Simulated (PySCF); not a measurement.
## Static response to an electric field

Species: C5H8Cl2Si.
Geometry (GFN2-xTB, Å), atoms numbered from 1 in this order:
```
atom  x, y, z in Å
C1     2.406    0.804    0.361
Si2    1.172   -0.187   -0.680
C3    -0.595    0.337   -0.177
C4    -1.112   -0.181    1.133
Cl5   -0.504    0.035    2.704
C6    -2.117   -0.891    0.618
C7    -1.763   -0.486   -0.782
Cl8   -2.992    0.480   -1.626
H9     2.306    1.872    0.189
H10    2.263    0.626    1.423
H11    3.426    0.527    0.115
H12    1.296   -1.628   -0.434
H13    1.316    0.100   -2.110
H14   -0.739    1.410   -0.299
H15   -2.894   -1.518    1.009
H16   -1.476   -1.292   -1.456
```

Level: wB97X-D/def2-SVPD (PySCF), static field, nuclei fixed, core orbitals frozen in the response. The polarisability tensor in these axes (au):

```
x   122.59   6.69  12.90
y     6.69  90.15   0.13
z    12.90   0.13 118.11
```

Q: Give the principal values, the mean and the anisotropy Δα = √{½[(α1 − α2)² + (α2 − α3)² + (α1 − α3)²]}.

A: Principal values 88.60, 108.18 and 134.07 au; mean 110.28 au = 16.34 Å³ = 18.18 × 10⁻⁴⁰ C²·m²/J; Δα = 39.50 au (36 % of the mean).

Q: What is the dipole moment, and where does it point?

A: (1.57, -0.60, 0.28) D, 1.70 D in size, pointing from the negative to the positive side. Measured along this direction, the outermost atoms are Cl8 at the negative end and H11 at the positive end.

Q: Form Σ f/ω² (atomic units) for the 8 lowest TDDFT singlets, given as eV and f, and set it beside the mean polarisability, which is this sum over all singlets: 6.12, 0.1434; 6.97, 0.0118; 6.99, 0.0718; 7.04, 0.0182; 7.20, 0.0287; 7.30, 0.0012; 7.50, 0.0066; 7.75, 0.0511.

A: They add up to 5.52 au, 5.0 % of the 110.28 au; the largest single term is 2.84 au, from the state at 6.12 eV. Terms in order: 2.84, 0.18, 1.09, 0.27, 0.41, 0.02, 0.09, 0.63 au. Higher excitations give the rest. The strengths listed sum to 0.333.

Q: Rayleigh depolarisation ratio (linearly polarised light, static tensor)?

A: ρ = 3Δα²/(45ᾱ² + 4Δα²) = 4681.5/(547307 + 6242.0) = 0.00846.

Q: What would n − 1 = 2πNα be for an ideal gas of these molecules at 500 K and 1 atm, electronic part alone?

A: N = p/kT = 1.4678 × 10¹⁹ cm⁻³, so n − 1 = 2π × N × 16.34 × 10⁻²⁴ cm³ = 1507 × 10⁻⁶ at long wavelengths, for an ideal gas.

Q: In a dilute gas of rigid molecules at 250 K, how does the orientational term μ²/3kT compare with the electronic polarisability?

A: In Gaussian units μ²/3kT = 27.99 Å³ against 16.34 Å³, a ratio of 1.71; the Debye molar polarisation (4π/3)N_A(α + μ²/3kT) is 111.8 cm³/mol, leaving out the vibrational part.

Q: Give the eigenvalues of the traceless quadrupole moment Θ = ½Σq(3rr − r²1), origin at the centre of nuclear charge.

A: -7.99, 0.23, 7.76 D·Å. The values depend on the origin, since the dipole doesn't vanish. The electronic extent ⟨r²⟩ about the same centre is 1912 bohr², a root-mean-square distance of 2.49 Å for the 86 electrons.

Geometry: GFN2-xTB, one conformer, isolated molecule.
